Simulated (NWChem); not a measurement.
Atomisation of silicon dioxide molecule (O2Si)

SMILES: O=[Si]=O
```xyz
3

O      0.0000     0.0000    -1.5406
Si     0.0000     0.0000     0.0000
O      0.0000     0.0000     1.5406
```
Charge 0, spin multiplicity 1.

All runs are NWChem calculations. The geometry was optimised at PBE/def2-SVP, a minimum by its harmonic frequencies.

Basis set: def2-TZVP. The atomisation energy is electronic alone: no zero-point, thermal, spin-orbit or counterpoise terms. No value is extrapolated to the basis-set limit. Free atoms are single determinants with multiplicities O 3, Si 3. Correlated methods freeze the same cores in atoms and molecule, 7 orbitals in all.

B3LYP has NWChem's definition, with VWN1-RPA local correlation. No SCF solution was tested for a lower state. Open-shell Hartree-Fock references start from PBE0 orbitals. No row is a measurement; the coupled-cluster row has its own basis-set and correlation limits.

One of these methods gave an atomisation energy of 287.5 kcal/mol. Which?
A. MP2
B. CCSD(T)
C. B3LYP
D. PBE0

C, B3LYP. The others give 308.6 (MP2), 282.6 (PBE0), 280.8 (CCSD(T)).
